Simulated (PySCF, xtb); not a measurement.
Te(NH2)2 (H4N2Te), SMILES N[Te]N. Atoms are numbered in the order given.

```xyz
7

Te     0.0000     0.0000    -0.3398
N     -1.6933     0.0000     0.8494
H     -1.7553     0.8362     1.4441
H     -1.7553    -0.8362     1.4441
N      1.6933     0.0000     0.8494
H      1.7553    -0.8362     1.4441
H      1.7553     0.8362     1.4441
```
Charge 0, spin multiplicity 1.

Geometry: PBE-D3(BJ)/def2-SVP. The def2 effective core potentials stand for the cores of Te; spin–orbit coupling is left out. The values are those of a single conformer.

Method: IEF-PCM-PBE0/def2-SVP run with PySCF.

The values are the electrostatic part of the solvation free energy, E(continuum) − E(gas) at the gas-phase geometry, in a cavity of scaled van der Waals radii (PySCF's table); cavitation and dispersion terms are not included. In vacuum the orbital gap is 5.56 eV. The dipole moment in vacuum is 2.51 D.

Computed values in water (ε = 78.36), acetone (ε = 20.49), acetonitrile (ε = 35.69):
```
solvent           ε  ΔG(elec) (kcal/mol)  dipole (D)  gap (eV)
------------  -----  -------------------  ----------  --------
water         78.36                 -7.0        3.22      5.75
acetone       20.49                 -6.5        3.17      5.74
acetonitrile  35.69                 -6.8        3.20      5.75
```

For comparison, GFN2-xTB/ALPB(water) (xtb, at the GFN2-xTB geometry, all terms of that model) gives -6.4 kcal/mol.
